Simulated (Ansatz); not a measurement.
Reaction (formal exchange of groups at the Si–C bond): `NC(F)([SiH3])S` + `OC(F)CF` → `OC(F)([SiH3])CF` + `NC(F)S`

Computed with Ansatz on PBE0-D4/def2-TZVP structures; ΔE is electronic, products minus reactants. CCSD(T)/CBS adds triple-zeta CCSD(T) − MP2 to the extrapolated MP2 energy (def2 sets, frozen cores). Functionals use def2-TZVPP. B3LYP here is the variant with VWN-RPA as its local correlation; programs differ in this. Each species was taken in one conformer, which may not be the lowest.

| level | ΔE (kcal/mol) | difference from CCSD(T)/CBS |
| --- | --- | --- |
| PBE-D4 | 3.7 | -0.4 |
| r2SCAN-D4 | 3.6 | -0.5 |
| PBE0-D4 | 3.8 | -0.3 |
| B3LYP-D4 | 3.8 | -0.3 |
| B2PLYP | 3.7 | -0.4 |
| PBE | 3.3 | -0.8 |
| r2SCAN | 3.5 | -0.6 |
| HF/def2-TZVPP | 3.3 | -0.8 |
| MP2/def2-TZVPP | 4.7 | 0.6 |
| SCS-MP2/def2-TZVPP | 4.4 | 0.3 |
| HF/def2-QZVPP | 3.2 | -0.9 |
| MP2/def2-QZVPP | 4.6 | 0.5 |
| SCS-MP2/def2-QZVPP | 4.4 | 0.3 |
| HF/CBS(def2) | 3.2 | -0.9 |
| MP2/CBS(def2) | 4.7 | 0.6 |
| CCSD/CBS(def2) | 3.9 | -0.2 |
| CCSD(T)/CBS | 4.1 | 0 |

Largest T1 diagnostic among the species: 0.013.

In def2-TZVPP, CCSD(T) changes the Hartree–Fock value by +0.8 kcal/mol (the triples alone add +0.2 kcal/mol) and MP2 by +1.4 kcal/mol.
